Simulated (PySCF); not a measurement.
## Static response to an electric field

Species: Cu(PH3)Cl (singlet state).
Geometry (PBE0-D3(BJ)/def2-SVP, Å), atoms numbered from 1 in this order:
```
atom  x, y, z in Å
Cu1   -0.003    0.001   -1.446
P2     0.002    0.001    0.725
H3    -1.212   -0.228    1.424
H4     0.413    1.167    1.421
H5     0.808   -0.938    1.419
Cl6   -0.008   -0.002   -3.545
```

Level: CAM-B3LYP/def2-SVPD (PySCF), static field, nuclei fixed, core orbitals frozen in the response. The polarisability tensor in these axes (au):

```
x   53.09  0.00  0.07
y    0.00 53.09  0.02
z    0.07  0.02 85.75
```

Question: Give the principal values, the mean and the anisotropy Δα = √{½[(α1 − α2)² + (α2 − α3)² + (α1 − α3)²]}.

Answer: Principal values 53.09, 53.09 and 85.75 au; mean 63.98 au = 9.48 Å³ = 10.55 × 10⁻⁴⁰ C²·m²/J; Δα = 32.66 au (51 % of the mean).

Question: What is the dipole moment, and where does it point?

Answer: (0.02, 0.01, 8.21) D, 8.21 D in size, pointing from the negative to the positive side. Measured along this direction, the outermost atoms are Cl6 at the negative end and H4, H3 and H5 at the positive end.

Question: What would n − 1 = 2πNα be for an ideal gas of these molecules at 350 K and 1 atm, electronic part alone?

Answer: N = p/kT = 2.0968 × 10¹⁹ cm⁻³, so n − 1 = 2π × N × 9.48 × 10⁻²⁴ cm³ = 1249 × 10⁻⁶ at long wavelengths, for an ideal gas.

Question: Form Σ f/ω² (atomic units) for the 15 lowest TDDFT singlets, given as eV and f, and set it beside the mean polarisability, which is this sum over all singlets: 5.29, 0.0000; 5.34, 0.0001; 5.34, 0.0001; 5.46, 0.0253; 5.46, 0.0252; 5.69, 0.0345; 5.69, 0.0344; 5.71, 0.1071; 5.86, 0.0000; 5.87, 0.0007; 6.08, 0.0171; 6.08, 0.0171; 6.38, 0.1067; 6.50, 0.0001; 6.50, 0.0001.

Answer: They add up to 7.91 au, 12.4 % of the 63.98 au; the largest single term is 2.43 au, from the state at 5.71 eV. Terms in order: 0.00, 0.00, 0.00, 0.63, 0.63, 0.79, 0.79, 2.43, 0.00, 0.02, 0.34, 0.34, 1.94, 0.00, 0.00 au. Higher excitations give the rest. The strengths listed sum to 0.368.

Question: What are the principal values of the traceless quadrupole moment, Θ = ½Σq(3rr − r²1), about the centre of nuclear charge?

Answer: -2.18, 1.09, 1.09 D·Å. The values depend on the origin, since the dipole doesn't vanish. The electronic extent ⟨r²⟩ about the same centre is 714 bohr², a root-mean-square distance of 1.77 Å for the 64 electrons.

Question: Rayleigh depolarisation ratio (linearly polarised light, static tensor)?

Answer: ρ = 3Δα²/(45ᾱ² + 4Δα²) = 3200.2/(184181 + 4267.0) = 0.017.

Geometry: PBE0-D3(BJ)/def2-SVP; no solvent, vibrations or thermal averaging.
